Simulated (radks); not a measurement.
P3+, configuration [Ne] 3s1 4s1 (not the ground configuration). Calculated with a radial shooting solver on a logarithmic mesh with Libxc functionals: non-relativistic Kohn-Sham, PBEsol, spin-polarised, spherical densities, point nucleus; open shells are filled with parallel spins first.

Normalised radial functions P(r) = r R(r), r in bohr:

```
   r/bohr * 1s down, o 2s down (the largest magnitude, 2.79, reaches the edge; | marks zero, & curves that meet)
  0.01064                             |  o      *
  0.01209                             |  o       *
  0.01374                             |  o        *
  0.01562                             |   o        *
  0.01775                             |   o          *
  0.02018                             |   o           *
  0.02293                             |    o            *
  0.02607                             |    o             *
  0.02963                             |     o              *
  0.03367                             |     o               *
  0.03858                             |     o                 *
  0.04384                             |     o                  *
  0.04983                             |     o                   *
  0.05664                             |     o                    *
  0.06437                             |     o                    *
  0.07316                             |     o                    *
  0.08315                             |    o                    *
   0.0945                             |    o                    *
   0.1074                             |  o                    *
   0.1221                             | o                   *
   0.1387                             o                   *
   0.1577                           o |                *
   0.1792                         o   |             *
   0.2053                       o     |          *
   0.2334                     o       |        *
   0.2652                   o         |     *
   0.3015                 o           |   *
   0.3426                o            |  *
   0.3894               o             | *
   0.4426               o             |*
    0.503                o            *
   0.5717                 o           *
   0.6498                  o          *
   0.7385                    o        *
   0.8394                      o      *
    0.954                        o    *
    1.093                          o  *
    1.242                           o *
    1.412                            o*
    1.605                            o*
    1.824                             &
    2.073                             &
    2.356                             &
    2.677                             &
    3.043                             &
    3.459                             &
    3.931                             &
    4.468                             &
    5.119                             &
    5.818                             &
    6.612                             &
    7.515                             &
    8.541                             &
    9.707                             &
    11.03                             &
```

1s down: eigenvalue -2122.6 eV, 0 radial nodes, <r> = 0.104 bohr, 90 % of the charge inside 0.186 bohr. 2s down: eigenvalue -219.15 eV, 1 radial node at r = 0.142 bohr, <r> = 0.520 bohr, 90 % of the charge inside 0.815 bohr.
